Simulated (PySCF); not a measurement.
A structure optimised at B3LYP-D3(BJ)/def2-SVP, used in a PySCF frequency run:

```xyz
10

Te    -0.3093    -0.0870     0.7256
C     -1.6587     1.3654    -0.1847
H     -2.4911     1.5225     0.5166
H     -2.0371     0.9745    -1.1369
H     -1.1081     2.3015    -0.3363
S      1.4643     0.1092    -0.9210
C      0.9428    -1.0589    -2.2334
H      0.8592    -2.0830    -1.8451
H      1.7340    -1.0252    -2.9988
H     -0.0087    -0.7518    -2.6891
```
Charge 0, spin multiplicity 1.

Q: Write its SMILES and formula.

A: CS[Te]C, C2H6STe

Q: What are its rotational constants (standard atomic weights)?

A: 5.0996, 1.7076, 1.5127 GHz
